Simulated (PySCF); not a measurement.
**Excitation energies in several basis sets**

Compound: C3H7NSi.
InChI=1S/C3H7NSi/c1-2-3-4-5/h2-3H,1H2,5H3/b4-3+

TDDFT with PBE0 (PySCF), vertical singlets, core orbitals frozen in the response, spherical d and f functions. Isolated species at its PBE0-D3(BJ)/def2-SVP geometry (one conformer only).

Question: How do the low singlets change with the basis? Take 6-31G*, 6-31+G*, def2-SVP, def2-SVPD, aug-cc-pVDZ, def2-TZVP and def2-TZVPD.

Answer: 

```tsv
basis	functions	diffuse	S1 (eV)	S2 (eV)	S3 (eV)	S4 (eV)	S5 (eV)	LUMO (eV)	α (au)
6-31G*	88	no	3.81	6.01	6.70	6.92	7.19	-1.38	64.7
6-31+G*	108	yes	3.79	5.83	6.28	6.67	6.79	-1.67	74.8
def2-SVP	109	no	3.71	5.95	6.76	6.87	7.06	-1.60	69.6
def2-SVPD	160	yes	3.72	5.82	6.50	6.63	6.74	-1.75	79.9
aug-cc-pVDZ	182	yes	3.73	5.76	6.19	6.51	6.59	-1.72	82.0
def2-TZVP	203	no	3.71	5.82	6.55	6.64	6.81	-1.72	76.9
def2-TZVPD	254	yes	3.71	5.77	6.31	6.61	6.64	-1.76	81.3
```

States are compared by their number. Against the largest diffuse basis here (def2-TZVPD, itself not a converged limit), sets without diffuse functions differ by up to 0.10 eV in S1 and 0.56 eV in S5; the smaller diffuse sets differ by up to 0.08 and 0.15 eV. State by state, the largest deviation of a set without diffuse functions is S1 0.10, S2 0.24, S3 0.45, S4 0.31, S5 0.56 eV. The same number needn't mean the same state in each row. Against def2-TZVPD the polarisability deviates by -20% in 6-31G*, -8% in 6-31+G*, -14% in def2-SVP, -2% in def2-SVPD, +1% in aug-cc-pVDZ, -5% in def2-TZVP. A single + in a Pople set puts diffuse functions on heavy atoms only.
